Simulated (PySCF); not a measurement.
Working out the excitation energy of N

N [He] 2s2 2p3 (4S) → N [He] 2s1 2p4 (4P). Calculation: PySCF 2.14, in aug-cc-pwCVTZ (7s6p4d2f, 59 functions); no relativity, point nucleus. Frozen: nothing. Energies in hartree (1 hartree = 27.21139 eV):

| part | N (lower) | N (upper) |
| --- | --- | --- |
| UHF | -54.401212 | -54.001136 |
| MP2 opposite-spin | -0.112553 | -0.107272 |
| MP2 same-spin | -0.035845 | -0.035856 |

Task: What does Hartree-Fock give?

Result: (-54.001136) − (-54.401212) = 0.400076 hartree = 10.887 eV.

Task: What do MP2 and SCS-MP2 (6/5 opposite-spin, 1/3 same-spin) give?

Result: The opposite-spin parts differ by 0.144 eV and the same-spin parts by 0.000 eV. MP2: 10.887 + (0.144) + (0.000) = 11.031 eV. SCS-MP2: 10.887 + 1.2 × (0.144) + (0.000)/3 = 11.060 eV.

Measured between the centres of the two terms (NIST): 10.927 eV, so MP2 (valence and next inner shell) is off by 0.104 eV.

What remains against the reference includes basis incompleteness and correlation beyond second order.
